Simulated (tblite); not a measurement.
C5H9OS2 (doublet state).
Structure used (GFN2-xTB), in Å, numbered top down from 1:
```
atom  x, y, z in Å
C1     2.6603    0.5733    0.4153
S2     1.2145    0.1639   -0.6475
O3     1.5662   -1.0600   -1.3657
C4     0.1369   -0.4179    0.7868
C5    -1.1017   -1.0815    0.2206
C6    -2.0232    0.0537   -0.2263
C7    -1.9084    1.1000    0.8208
S8    -0.4283    1.0518    1.6846
H9     2.3419    1.2838    1.1699
H10    3.0402   -0.3386    0.8631
H11    3.4212    1.0152   -0.2195
H12    0.7349   -1.0612    1.4289
H13   -0.8197   -1.7376   -0.6041
H14   -1.5898   -1.6771    0.9956
H15   -1.6998    0.4295   -1.2094
H16   -3.0582   -0.2802   -0.3320
H17   -2.4940    1.9950    0.8585
```

Calculated harmonic vibrations of the isolated species, GFN2-xTB (tblite), most abundant isotopes, no scaling. Errors from tens to a few hundred cm⁻¹ against measured bands are possible. One conformer, not necessarily the lowest. Open shells enter through the occupations alone, without spin polarisation, and single modes of such species can be off by tens of per cent.

Harmonic wavenumbers (cm⁻¹): 49.7, 80.1, 132.3, 161.1, 168.3, 243.7, 250.0, 330.5, 337.3, 345.4, 514.7, 574.1, 635.4, 677.9, 731.0, 827.2, 878.0, 884.8, 887.3, 956.4, 1002.8, 1017.7, 1067.5, 1085.2, 1112.3, 1139.8, 1154.9, 1195.8, 1218.7, 1284.2, 1285.7, 1305.1, 1431.4, 1452.6, 1458.8, 1468.7, 2839.3, 2962.5, 2972.6, 2991.2, 2996.4, 3049.1, 3063.9, 3070.5, 3169.7.

A = 2472, B = 1214, C = 937.6 MHz; mass 149.009 u (most abundant isotopes); point group C1, symmetry number 1; spin multiplicity 2.

Q: What is the zero-point energy?

A: ½Σν̃ = 28231 cm⁻¹ = 337.72 kJ/mol.

Q: Entropy at 298.15 K, 1 bar (ideal gas, RRHO, classical rotation)?

A: Translation 171.26, rotation 121.86, vibration 114.48, spin (R ln 2) 5.76: S = 413.4 J/(mol K).

Q: And Cp and H(298.15 K) − H(0)?

A: Cp = 153.67 J/(mol K), of which vibrations give 120.41 (their classical limit is 45 R = 374.2); H(298.15 K) − H(0) = 28.16 kJ/mol without the zero-point energy, 18.24 from vibrations.

Q: What must be added to the electronic energy to get the Gibbs energy at 298.15 K and 1 bar?

A: ZPE + [H(298.15 K) − H(0)] − T·S = 337.72 + 28.16 − 123.25 = 242.63 kJ/mol.

Q: Which modes carry the vibrational entropy at 298.15 K?

A: 49.7 cm⁻¹: 20.21; 80.1 cm⁻¹: 16.27; 132.3 cm⁻¹: 12.19; 161.1 cm⁻¹: 10.61; 168.3 cm⁻¹: 10.27; 243.7 cm⁻¹: 7.43 J/(mol K); the other 39 give 37.50 together.

Q: How do the functions run with temperature in this model?

A: 
| T (K) | S (J/(mol K)) | Cp (J/(mol K)) | H − H(0) (kJ/mol) | G − H(0) (kJ/mol) | ln q(vib) |
| --- | --- | --- | --- | --- | --- |
| 100 | 294.7 | 77.1 | 5.30 | -24.17 | 1.49 |
| 200 | 360.2 | 115.4 | 14.97 | -57.07 | 3.97 |
| 300 | 414.3 | 154.4 | 28.44 | -95.85 | 6.45 |
| 500 | 510.3 | 223.1 | 66.59 | -188.53 | 11.33 |
| 800 | 630.2 | 286.0 | 143.89 | -360.27 | 18.27 |
| 1000 | 697.1 | 312.8 | 203.91 | -493.14 | 22.52 |

q(vib) and H(0) count from the zero-point level.

Q: Blend soft modes into free rotors: weight 1/[1 + (100 cm⁻¹/ν̃)⁴] for the oscillator and the rest for a rotor with moment μB/(μ + B), μ = h/(8π²ν), B = 10⁻⁴⁴ kg m². What vibrational entropy results?

A: 106.63 J/(mol K) in place of 114.48, which changes −T·S at 298.15 K by +2.34 kJ/mol.

Hindered rotation and anharmonicity are outside this model. Other conformers, if any are populated, would add a mixing term that is left out. The structure is chiral; the term R ln 2 for an equal mix with its mirror image is left out.
